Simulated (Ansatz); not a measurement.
**A relaxation, step by step**

SiNH7O2, closed shell, PBE0-D4/def2-TZVP (Ansatz 0.2.0). Settings:

```yaml
hamiltonian: {xc: pbe0, dispersion: d4}
relax: {f_tol: 0.005, max_steps: 200}
```

Start, a step off a saddle point along its unstable mode:

Si1  (-0.446, -0.638, 0.127)
O2  (1.368, -0.141, 0.458)
H3  (0.031, -1.768, -0.713)
H4  (-1.942, -0.705, -0.226)
O5  (-0.707, -0.511, 1.749)
H6  (0.697, 1.021, -0.526)
N7  (-0.201, 1.032, -0.816)
H8  (2.076, -0.672, 0.088)
H9  (0.170, -0.394, 2.141)
H10  (-0.303, 0.965, -1.822)
H11  (-0.744, 1.810, -0.461)
(Å)

```
step  energy less the last (meV)  largest force component (eV/Å)
   1                      1317.5                           4.709
   2                       996.5                           0.690
   3                       877.0                           0.533
   4                       793.6                           1.195
   5                       760.9                           0.860
   6                       733.6                           0.450
   7                       703.7                           0.422
   8                       631.1                           0.566
   9                       542.7                           0.720
  10                       413.6                           0.639
  11                       275.2                           0.434
  12                       199.2                           0.378
  13                       144.8                           1.137
  14                       128.6                           0.384
  15                        90.2                           0.862
  16                        47.8                           0.560
  17                        26.6                           0.646
  18                        15.8                           0.669
  19                         1.2                           0.037
  20                         0.2                           0.011
  21                         0.1                           0.006
  22                         0.0                           0.015
  23                         0.0                           0.010
  24                         0.0                           0.004
```

Step 6, positions (Å) and forces (eV/Å):

```json
{"atom": "Si1", "x": "-0.254", "y": "-0.650", "z": "0.118", "Fx": "0.450", "Fy": "-0.178", "Fz": "0.342"}
{"atom": "O2", "x": "1.422", "y": "-0.278", "z": "0.345", "Fx": "0.224", "Fy": "-0.345", "Fz": "-0.308"}
{"atom": "H3", "x": "0.061", "y": "-2.019", "z": "-0.469", "Fx": "-0.117", "Fy": "0.125", "Fz": "0.027"}
{"atom": "H4", "x": "-1.689", "y": "-0.577", "z": "-0.379", "Fx": "0.066", "Fy": "0.024", "Fz": "-0.121"}
{"atom": "O5", "x": "-0.682", "y": "-0.491", "z": "1.714", "Fx": "-0.081", "Fy": "-0.025", "Fz": "0.173"}
{"atom": "H6", "x": "0.691", "y": "1.672", "z": "-0.809", "Fx": "-0.170", "Fy": "-0.195", "Fz": "0.107"}
{"atom": "N7", "x": "-0.199", "y": "1.175", "z": "-0.836", "Fx": "-0.172", "Fy": "0.170", "Fz": "-0.014"}
{"atom": "H8", "x": "1.958", "y": "-1.075", "z": "0.244", "Fx": "-0.206", "Fy": "0.322", "Fz": "0.040"}
{"atom": "H9", "x": "0.093", "y": "-0.505", "z": "2.287", "Fx": "-0.170", "Fy": "0.062", "Fz": "-0.183"}
{"atom": "H10", "x": "-0.465", "y": "1.012", "z": "-1.803", "Fx": "0.007", "Fy": "0.072", "Fz": "0.045"}
{"atom": "H11", "x": "-0.938", "y": "1.736", "z": "-0.413", "Fx": "0.168", "Fy": "-0.032", "Fz": "-0.106"}
```

Step 9, positions (Å) and forces (eV/Å):

| atom | x | y | z | Fx | Fy | Fz |
| --- | --- | --- | --- | --- | --- | --- |
| Si1 | -0.186 | -0.757 | 0.090 | -0.220 | -0.335 | 0.041 |
| O2 | 1.475 | -0.381 | 0.056 | 0.003 | -0.720 | -0.127 |
| H3 | 0.029 | -2.283 | -0.114 | -0.028 | 0.506 | 0.294 |
| H4 | -1.524 | -0.693 | -0.652 | 0.442 | -0.148 | 0.012 |
| O5 | -0.709 | -0.355 | 1.620 | 0.234 | -0.009 | -0.099 |
| H6 | 0.625 | 1.779 | -0.658 | 0.154 | 0.065 | 0.078 |
| N7 | -0.230 | 1.247 | -0.740 | -0.467 | 0.297 | -0.098 |
| H8 | 1.979 | -1.210 | 0.148 | -0.340 | 0.596 | -0.127 |
| H9 | 0.009 | -0.286 | 2.259 | -0.158 | -0.047 | -0.154 |
| H10 | -0.479 | 1.186 | -1.728 | 0.117 | -0.021 | 0.254 |
| H11 | -0.990 | 1.753 | -0.281 | 0.264 | -0.184 | -0.073 |

Step 11, positions (Å) and forces (eV/Å):

| atom | x | y | z | Fx | Fy | Fz |
| --- | --- | --- | --- | --- | --- | --- |
| Si1 | -0.165 | -0.852 | 0.108 | -0.265 | -0.159 | -0.163 |
| O2 | 1.447 | -0.479 | -0.176 | -0.139 | -0.377 | 0.001 |
| H3 | 0.004 | -2.374 | 0.268 | -0.001 | 0.434 | 0.160 |
| H4 | -1.324 | -0.841 | -0.862 | 0.398 | -0.074 | 0.163 |
| O5 | -0.729 | -0.248 | 1.551 | 0.205 | -0.053 | -0.095 |
| H6 | 0.597 | 1.857 | -0.519 | -0.132 | -0.051 | 0.003 |
| N7 | -0.258 | 1.334 | -0.679 | -0.054 | 0.075 | -0.046 |
| H8 | 1.962 | -1.282 | -0.034 | -0.025 | 0.184 | -0.114 |
| H9 | -0.053 | -0.212 | 2.234 | -0.138 | -0.058 | -0.017 |
| H10 | -0.445 | 1.305 | -1.677 | 0.055 | 0.080 | 0.159 |
| H11 | -1.034 | 1.794 | -0.214 | 0.098 | -0.001 | -0.051 |

Last step (24):

Si1  (-0.112, -0.714, 0.115)
O2  (1.400, -0.555, -0.582)
H3  (0.068, -2.113, 0.694)
H4  (-1.252, -0.956, -0.818)
O5  (-0.474, 0.082, 1.541)
H6  (0.446, 1.847, -0.163)
N7  (-0.263, 1.284, -0.618)
H8  (1.932, -1.338, -0.432)
H9  (-0.466, -0.523, 2.285)
H10  (-0.106, 1.311, -1.618)
H11  (-1.173, 1.675, -0.404)
(Å)

The run took about 44 s on 4 CPU threads of an Arm Neoverse V2 (shared host).
